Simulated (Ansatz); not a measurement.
Geometry optimisation, DFT PBE-D3(BJ), scalar-relativistic, plane waves, PAW (Ansatz).

input.yaml

```yaml
crystal:
  lattice:
    - [5.48, 0.0, 0.0]
    - [2.74, 4.745819, 0.0]
    - [0.0, 0.0, 16.32646]
  atoms:
    - { symbol: Os, position: [0.0, 0.0, 0.06125026] }
    - { symbol: Os, position: [0.5, 0.0, 0.06125026] }
    - { symbol: Os, position: [-1.0e-08, 0.50000002, 0.06125026] }
    - { symbol: Os, position: [0.49999999, 0.50000002, 0.06125026] }
    - { symbol: Os, position: [-0.16666667, 0.33333335, 0.19374868] }
    - { symbol: Os, position: [0.33333333, 0.33333335, 0.19374868] }
    - { symbol: Os, position: [-0.16666669, 0.83333337, 0.19374868] }
    - { symbol: Os, position: [0.33333331, 0.83333337, 0.19374868] }
    - { symbol: Os, position: [0.0, 0.0, 0.32624709] }
    - { symbol: Os, position: [0.5, 0.0, 0.32624709] }
    - { symbol: Os, position: [-1.0e-08, 0.50000002, 0.32624709] }
    - { symbol: Os, position: [0.49999999, 0.50000002, 0.32624709] }
    - { symbol: Ga, position: [0.16666664, 1.16666672, 0.46161017] }
basis:
  ecutwfc: 420.0
kpoints:
  mp_grid: { grid: [4, 4, 1] }
hamiltonian:
  xc: pbe
  dispersion: d3bj
scf:
  occupations: { method: fermi_dirac, width: 0.1 }
  lower_state_search: "off"
relax:
  f_tol: 0.03
  max_steps: 60
  adjacent_minimum: "off"
  constraints: [{ sites: [0, 1, 2, 3] }]
```

Run as:

```bash
$ ansatz run input.yaml --threads 4 --pin off --max-ram 10240MiB --backend cpu --events-out ev --progress --plain --runs-dir out
```

Where does it end, and by what steps?

It converged. Limits of this set-up: coarse k mesh, thin slab, slab without dipole correction, a typed lattice constant that wasn't relaxed here. After 5 steps the energy has fallen by 0.372 eV; Ga13 moved furthest, 0.29 Å.

```csv
step,energy less start (eV),largest force component (eV/Å),accepted
0,0.0000,1.273,yes
1,-0.3027,0.956,yes
2,-0.3639,0.203,yes
3,-0.3703,0.133,yes
4,-0.3719,0.051,yes
5,-0.3721,0.005,yes
```

```xyz
13
Lattice="5.4800 0.0000 0.0000 2.7400 4.7458 0.0000 0.0000 0.0000 16.3265" Properties=species:S:1:pos:R:3
Os 0.000 0.000 1.000
Os 2.740 0.000 1.000
Os 1.370 2.373 1.000
Os 4.110 2.373 1.000
Os 0.001 1.582 3.090
Os 2.739 1.582 3.090
Os 1.370 3.955 3.082
Os 4.110 3.956 3.090
Os -0.043 -0.025 5.205
Os 2.783 -0.025 5.205
Os 1.370 2.423 5.205
Os 4.110 2.373 5.181
Ga 4.110 5.537 7.245
```

Whether the end is a true minimum wasn't checked by a vibrational analysis.

Time of the run: 11 s on 4 threads of Intel(R) Xeon(R) 6975P-C (Granite Rapids) (shared host), peak memory 1.2 GiB.
